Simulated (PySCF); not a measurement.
Si(H)(F)(vinyl)(OH) (C2H5FOSi), SMILES C=C[SiH](F)O.

Coordinates come from a PBE0-D3(BJ)/def2-SVP optimisation. The structure was generated by enumeration, and PubChem lists no compound with its InChIKey, so it may never have been made. One conformer was computed; it need not be the lowest.

The numbers are results of PySCF with PBE/def2-TZVP, not measurements.

Isolated molecule, no solvent.

```json
{
 "total_energy": "-543.56173 hartree",
 "highest_occupied_level": "-7.20 eV",
 "lowest_empty_level": "-1.89 eV",
 "orbital_gap": "5.31 eV",
 "dipole_moment": "2.22 D",
 "quadrupole, principal values (traceless, Buckingham form, about the centre of nuclear charge)": "-2.84, -0.75, 3.59 D·Å",
 "mean_static_polarisability": "52.1 bohr³ (7.72 Å³)",
 "polarisability_principal_values": "42.5, 46.8, 67.0 bohr³"
}
```
